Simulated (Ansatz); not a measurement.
System: SiClF, charge 0, singlet. A triplet may lie lower; no result for it is given here. SiClF (SMILES [Si](Cl)F).
B3LYP-D3(BJ)/def2-TZVP minimum from Ansatz (a program for electronic structure):
```
Si
F 1 1.6101
Cl 1 2.0966 2 100.82
```

Hartree-Fock and CCSD(T) correlation energies in hartree (Ansatz). Radicals and triplets start from unrestricted determinants; spin-orbit coupling is neglected. Correlated methods leave the cores frozen. No relativity. The restricted determinant of ClFSi (F[Si]Cl, singlet) is unstable towards broken spin symmetry in at least one set run.

| basis | X | E(HF) | E(corr, CCSD(T)) |
|---|---|---|---|
| cc-pV(T+d)Z | 3 | -848.02936 | -0.58154 |
| cc-pV(Q+d)Z | 4 | -848.04595 | -0.63247 |
| cc-pV(5+d)Z | 5 | -848.04942 | withheld |

Fit E(corr) = E∞ + A/X³ to X = 3 and 4, predict X = 5, and compare with the run.

A = (-0.58154 - (-0.63247))/(1/27 - 1/64) = 2.3786; E∞ = -0.63247 - A/64 = -0.66964; at X = 5, E∞ + A/125 = -0.65061. The run gave -0.65062, 0.01 mEh below the prediction. The same form on X = 4 and 5 gives E∞ = -0.66966, 0.03 mEh below the first estimate.
